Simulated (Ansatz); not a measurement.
# Isomers

Structures of AlBH$_{3}$I, closed shell, relaxed at PBE0-D4/def2-TZVP (vibrations not checked; lower isomers may exist, and structures with a doubtful reference or unclear bonds are left out). Program: Ansatz 0.2.0. Basis: def2-TZVPP. Cores are frozen in the correlated methods. Filled d shells of the heavier atoms are correlated. Core potentials replace the inner electrons of the atoms past krypton. The def2 sets are not built for correlating such inner shells, so the correlated values are less sure here. B3LYP uses VWN-RPA correlation.

Question: Rank them by CCSD(T) energy, lowest first, and give each one's height above the lowest. Links in brackets join atoms within 1.22 times the sum of their covalent radii (1.1 for two metals). (Judge from chemistry; the value comes from the calculation.)
A.
AlBH₃I ([BH]1[AlH][IH]1)
```
6
angstrom
Al -0.3290 0.4194 -0.3599
B 0.6519 0.2088 1.3168
I 2.0089 -1.1814 0.1489
H 1.6907 -2.8722 -0.0101
H -0.4034 0.9197 -1.8596
H 0.6827 -0.0014 2.4852
```
B.
AlBH₃I ([BH2][AlH][I])
```
6
angstrom
B -0.7928 0.3152 -0.8250
Al 0.5474 0.0643 0.7819
I 1.7185 -2.1328 0.6982
H -1.9316 -0.0528 -0.7681
H -0.4494 0.7806 -1.8742
H 0.9079 1.0256 1.9872
```
C.
AlBH₃I ([BH3][Al][I])
```
6
angstrom
B -1.0726 0.1492 -0.7732
Al 0.6489 -0.4410 0.2487
I 2.7053 -1.1442 1.4535
H -1.3445 1.1538 -0.1604
H -0.6122 0.2875 -1.8816
H -1.7692 -0.8190 -0.5829
```

Answer: The calculation gives: C (0.00 kcal/mol), B (9.33 kcal/mol), A (95.54 kcal/mol). Heights count from the lowest.

Question: Do PBE-D4, r2SCAN-D4, PBE0-D4, B3LYP-D4, wB97M-V, HF, MP2 give the same order? (A judgement: the text doesn't fix the answer.)

Answer: By the calculation: Lowest first: HF B < C < A. The others agree with CCSD(T).

The T1 diagnostic stays at or below 0.015. The restricted Hartree–Fock reference is unstable towards an unrestricted one at one or more of these structures.

For scale, one of the runs: CCSD(T)/def2-TZVPP, 165 basis functions, launched by `ansatz run in.yaml --threads 2 --pin off --events-out ev --progress --plain --max-ram 4352MiB`. Hardware: 2 CPU threads of an Arm Neoverse V2, shared host. Wall time 44 s; peak host memory 1.4 GiB.
